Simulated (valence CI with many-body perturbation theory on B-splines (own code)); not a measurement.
**E1 line list for F3+**

Calculated by relativistic CI+MBPT: four valence electrons over a frozen Dirac-Fock core [He], radial functions for each j: 11 s, 11 p, 9 d, 7 f, 5 g, 2 h, 1 i, with the one-electron correlation potential Σ1 (screened to all orders), the two-electron term Σ2, the three-electron term Σ3, Breit, model QED; selected single and double excitations, second order for the rest, scaled by the run's own slope (own B-spline code, finite nucleus).

Set against measurement, 35 paired levels are off by 93 cm⁻¹ on average, the worst by 255. These come from a selection out of Moore, Atomic Energy Levels, vol. I, NSRDS-NBS 35 (1971 reprint of NBS Circular 467, 1949), an old analysis. Levels without a partner in it may be off by more. Among the levels kept, up to 350 cm⁻¹ of a level comes from second order outside the variational space, and about a tenth of that is noise between levels of different J, which matters for small intervals.

Lines 51 to 100 of 270 in falling wavelength, among levels below 69.972 eV, chosen from the strongest by gf and those to the six lowest levels. Wavelengths and rates use the calculated energies, so an error of 90 cm⁻¹ moves a line at 247.7 nm by 0.22 % and its rate by three times that or more. Electric multipoles are in the length gauge, E1 and E2 with the static RPA response of the core. Weak lines are less certain than strong ones. Lines between different terms over intervals too small for the method are left out, as are lines whose strength nearly cancels. Where a level lies close to another of its J and parity, the split of strength between their lines is uncertain. The highest levels of a list are the least certain.

Names give the largest LS component (configuration and term), which can be under half, so a name can repeat, a term be missing and a line seem to break the LS rules; names also repeat where a configuration has a term twice.

| λ vac (nm) | λ from measured levels | Upper | Lower | A (s⁻¹) | S (a.u.) with core polarisation | S without |
| --- | --- | --- | --- | --- | --- | --- |
| 247.7 | 247.9 | 2s²2p3d ³F°_3 | 2s²2p3p ³D_3 | 2.46e+07 | 1.29e+00 | 1.29e+00 |
| 247.7 |  | 2s²2p3d ³P°_0 | 2s²2p3p ³P_1 | 1.05e+08 | 7.86e-01 | 7.86e-01 |
| 247.3 | 247.6 | 2s²2p3d ³P°_1 | 2s²2p3p ³P_0 | 2.19e+07 | 4.89e-01 | 4.89e-01 |
| 247.1 |  | 2s²2p3p ³S_1 | 2s²2p3s ³P°_0 | 2.75e+07 | 6.13e-01 | 6.13e-01 |
| 246.3 |  | 2s²2p3d ³F°_2 | 2s²2p3p ³D_1 | 9.59e+07 | 3.54e+00 | 3.54e+00 |
| 245.6 | 245.8 | 2s²2p3d ³F°_4 | 2s²2p3p ³D_3 | 2.62e+08 | 1.73e+01 | 1.72e+01 |
| 245.0 |  | 2s²2p3d ¹D°_2 | 2s²2p3p ³D_2 | 1.69e+07 | 6.13e-01 | 6.13e-01 |
| 245.0 | 245.2 | 2s²2p3d ³F°_3 | 2s²2p3p ³D_2 | 2.38e+08 | 1.21e+01 | 1.21e+01 |
| 243.5 |  | 2s²2p3d ¹D°_2 | 2s²2p3p ³D_1 | 1.30e+08 | 4.65e+00 | 4.65e+00 |
| 231.4 | 231.3 | 2s²2p3p ³P_1 | 2s²2p3s ³P°_2 | 1.36e+08 | 2.49e+00 | 2.49e+00 |
| 230.0 |  | 2s²2p3p ³P_2 | 2s²2p3s ³P°_2 | 2.21e+08 | 6.64e+00 | 6.64e+00 |
| 229.7 |  | 2s²2p3d ³P°_2 | 2s²2p3p ³S_1 | 2.13e+08 | 6.36e+00 | 6.36e+00 |
| 229.6 | 229.5 | 2s²2p3p ³P_0 | 2s²2p3s ³P°_1 | 2.89e+08 | 1.73e+00 | 1.73e+00 |
| 228.7 | 228.6 | 2s²2p3p ³P_1 | 2s²2p3s ³P°_1 | 6.52e+07 | 1.15e+00 | 1.15e+00 |
| 228.6 |  | 2s²2p3d ³P°_1 | 2s²2p3p ³S_1 | 1.97e+08 | 3.49e+00 | 3.49e+00 |
| 228.1 |  | 2s²2p3d ³P°_0 | 2s²2p3p ³S_1 | 1.91e+08 | 1.12e+00 | 1.12e+00 |
| 227.6 |  | 2s²2p3p ³P_1 | 2s²2p3s ³P°_0 | 8.81e+07 | 1.54e+00 | 1.54e+00 |
| 227.4 |  | 2s²2p3p ³P_2 | 2s²2p3s ³P°_1 | 6.95e+07 | 2.02e+00 | 2.02e+00 |
| 225.2 |  | 2s²2p3d ³F°_2 | 2s²2p3p ¹P_1 | 1.42e+08 | 4.00e+00 | 4.00e+00 |
| 222.8 |  | 2s²2p3d ¹D°_2 | 2s²2p3p ¹P_1 | 1.09e+08 | 2.98e+00 | 2.98e+00 |
| 221.1 | 221.2 | 2s²2p3d ³D°_3 | 2s²2p3p ³D_3 | 8.73e+07 | 3.26e+00 | 3.26e+00 |
| 219.7 | 219.8 | 2s²2p3d ³D°_2 | 2s²2p3p ³D_2 | 6.97e+07 | 1.83e+00 | 1.83e+00 |
| 218.9 |  | 2s²2p3d ³D°_1 | 2s²2p3p ³D_1 | 6.97e+07 | 1.08e+00 | 1.08e+00 |
| 217.2 |  | 2s²2p3p ¹D_2 | 2s²2p3s ¹P°_1 | 3.65e+08 | 9.22e+00 | 9.22e+00 |
| 208.8 | 208.9 | 2s²2p3d ³P°_2 | 2s²2p3p ³D_3 | 2.54e+07 | 5.69e-01 | 5.70e-01 |
| 199.4 |  | 2s2p²3p ⁵S°_2 | 2s2p²3s ⁵P_3 | 2.44e+08 | 4.78e+00 | 4.78e+00 |
| 198.1 |  | 2s2p²3p ⁵S°_2 | 2s2p²3s ⁵P_2 | 1.69e+08 | 3.25e+00 | 3.25e+00 |
| 197.2 |  | 2s2p²3p ⁵S°_2 | 2s2p²3s ⁵P_1 | 9.95e+07 | 1.88e+00 | 1.88e+00 |
| 176.4 |  | 2s²2p3p ¹S_0 | 2s²2p3s ¹P°_1 | 6.70e+08 | 1.81e+00 | 1.81e+00 |
| 170.8 |  | 2s²2p3d ¹P°_1 | 2s²2p3p ¹P_1 | 3.08e+08 | 2.27e+00 | 2.27e+00 |
| 136.2 |  | 2s2p³ ⁵S°_2 | 2s²2p² ³P_2 | 2.00e+03 | 1.25e-05 | 1.26e-05 |
| 135.4 |  | 2s2p³ ⁵S°_2 | 2s²2p² ³P_1 | 7.93e+02 | 4.86e-06 | 4.90e-06 |
| 123.6 |  | 2s²2p4s ¹P°_1 | 2s²2p3p ¹S_0 | 1.86e+08 | 5.19e-01 | 5.18e-01 |
| 110.3 | 110.3 | 2s2p²3p ³D°_1 | 2s²2p3p ³P_0 | 1.27e+08 | 2.53e-01 | 2.53e-01 |
| 110.3 | 110.2 | 2s2p²3p ³D°_2 | 2s²2p3p ³P_1 | 1.70e+08 | 5.62e-01 | 5.63e-01 |
| 110.2 |  | 2s2p²3p ³D°_3 | 2s²2p3p ³P_2 | 2.25e+08 | 1.04e+00 | 1.04e+00 |
| 109.2 |  | 2s²2p4s ¹P°_1 | 2s²2p3p ¹D_2 | 1.21e+09 | 2.34e+00 | 2.34e+00 |
| 106.1 | 106.0 | 2s2p³ ³D°_1 | 2s²2p² ¹S_0 | 5.97e+03 | 1.06e-05 | 1.06e-05 |
| 100.8 |  | 2s²2p4s ³P°_1 | 2s²2p3p ³P_2 | 4.30e+08 | 6.51e-01 | 6.51e-01 |
| 100.6 | 100.6 | 2s²2p4s ³P°_0 | 2s²2p3p ³P_1 | 1.03e+09 | 5.19e-01 | 5.20e-01 |
| 100.5 | 100.5 | 2s²2p4s ³P°_1 | 2s²2p3p ³P_1 | 2.49e+08 | 3.75e-01 | 3.75e-01 |
| 100.3 | 100.3 | 2s²2p4s ³P°_1 | 2s²2p3p ³P_0 | 3.51e+08 | 5.24e-01 | 5.25e-01 |
| 100.3 |  | 2s²2p4s ³P°_2 | 2s²2p3p ³P_2 | 8.59e+08 | 2.14e+00 | 2.14e+00 |
| 100.1 |  | 2s²2p4s ³P°_2 | 2s²2p3p ³P_1 | 3.00e+08 | 7.43e-01 | 7.43e-01 |
| 97.37 |  | 2s2p²3s ³P_2 | 2s²2p3s ³P°_2 | 1.20e+08 | 2.74e-01 | 2.75e-01 |
| 96.39 | 96.34 | 2s2p²3p ³P°_2 | 2s²2p3p ³D_3 | 3.54e+08 | 7.82e-01 | 7.82e-01 |
| 96.24 | 96.18 | 2s2p²3p ³P°_1 | 2s²2p3p ³D_2 | 3.58e+08 | 4.73e-01 | 4.73e-01 |
| 96.11 |  | 2s2p²3p ³P°_0 | 2s²2p3p ³D_1 | 5.02e+08 | 2.20e-01 | 2.20e-01 |
| 92.80 | 92.76 | 2s²2p4s ³P°_1 | 2s²2p3p ³D_2 | 5.49e+08 | 6.49e-01 | 6.49e-01 |
| 92.80 |  | 2s²2p4s ³P°_2 | 2s²2p3p ³D_3 | 6.66e+08 | 1.31e+00 | 1.31e+00 |
